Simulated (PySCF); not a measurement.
C3H7O2 (SMILES COC[CH]O), doublet, geometry from GFN2-xTB. Base run: HF/6-31G (PySCF).

Input for PySCF:
```python
from pyscf import gto, scf, solvent

mol = gto.Mole()
mol.atom = '''
    C     1.944618    0.869357    0.191479
    O     0.588760    0.527795    0.289118
    C     0.159875   -0.359753   -0.723513
    C    -1.289588   -0.630261   -0.521049
    O    -1.823130   -0.489363    0.724767
    H     2.159686    1.374804   -0.757653
    H     2.156006    1.544467    1.018394
    H     2.584506   -0.018608    0.270551
    H     0.767828   -1.291058   -0.675170
    H     0.330728    0.076037   -1.722978
    H    -1.820059   -1.307257   -1.163252
    H    -1.193155    0.038104    1.237526
'''
mol.basis = '6-31g'
mol.charge = 0
mol.spin = 1
mol.verbose = 4
mol.build()

mf = scf.UHF(mol)
mf.kernel()
```

Variants of this job, named by their change:

```csv
change,ΔE vs base (kJ/mol),dipole (D)
base,0.00,3.94
model = IEF-PCM; solvent = acetonitrile; r_probe = 0.5,-13.44,4.36
model = IEF-PCM; solvent = acetonitrile; vdw_scale = 1.0,-60.9,4.95
model = C-PCM; solvent = acetonitrile,-31.9,4.66
model = IEF-PCM; solvent = n-hexane,-11.63,4.20
model = IEF-PCM; solvent = chloroform,-22.92,4.45
model = IEF-PCM; solvent = toluene,-15.13,4.28
model = ddCOSMO; solvent = acetonitrile,-23.61,4.55
model = IEF-PCM; solvent = acetonitrile; vdw_scale = 1.1,-43.2,4.79
model = SS(V)PE; solvent = acetonitrile,-31.1,4.63
model = IEF-PCM; solvent = acetonitrile; lebedev_order = 41,-31.6,4.65
model = COSMO; solvent = acetonitrile,-31.4,4.64
```

The base is the gas phase, so ΔE is the electrostatic part of solvation at a fixed geometry, without cavity and dispersion terms.

Open shells are given as the SCF converged; they aren't shown to be the lowest states, and a large step between rows can be another state.
